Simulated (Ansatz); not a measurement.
## Changing the shape of FeH₂, quintet

Program: Ansatz, Gaussian basis, development build. Basis def2-SVP, nonrelativistic, 5 orbitals frozen in the corrections; active space CAS(10,8). Restricted Hartree–Fock, then the lowest state-specific CASSCF solution met for each case. The basis is small, far from the limit. Single-reference values can break down or jump between states where bonds are stretched. Solutions in different active orbitals can move differences by tenths of an eV and at times more than 1 eV.

Case A. A bond is stretched, to 1.52 times the sum of the covalent radii.

```xyz
3

H     0.0000    0.0000    2.4750
Fe    0.0000    0.0000    0.0000
H     0.0000    0.0000   -1.6500
```

Case B:

```xyz
3

H     0.0000    0.0000    1.6500
Fe    0.0000    0.0000    0.0000
H     0.0000    0.0000   -1.6500
```

Case C:

```xyz
3

H     0.0000    0.0000    1.7820
Fe    0.0000    0.0000    0.0000
H     0.0000    0.0000   -1.7820
```

Case D. A bond is stretched, to 2.02 times the sum of the covalent radii.

```json
{"atom": "H", "x (Å)": "0.0000", "y (Å)": "0.0000", "z (Å)": "3.3000"}
{"atom": "Fe", "x (Å)": "0.0000", "y (Å)": "0.0000", "z (Å)": "0.0000"}
{"atom": "H", "x (Å)": "0.0000", "y (Å)": "0.0000", "z (Å)": "-1.6500"}
```

Energy less that of case A, in eV:

```json
{"case": "B", "RHF/ROHF": "-1.415", "CASSCF": "-1.082"}
{"case": "C", "RHF/ROHF": "-1.424", "CASSCF": "-1.119"}
{"case": "D", "RHF/ROHF": "+1.994", "CASSCF": "+1.240"}
```

**Question.** Give the SC-NEVPT2 energies against case A.

**Answer.** B: -1.326 eV; C: -1.234 eV; D: +1.283 eV.

**Question.** Which case is lowest, and do the methods agree?

**Answer.** B is lowest in SC-NEVPT2. CASSCF puts C lowest.
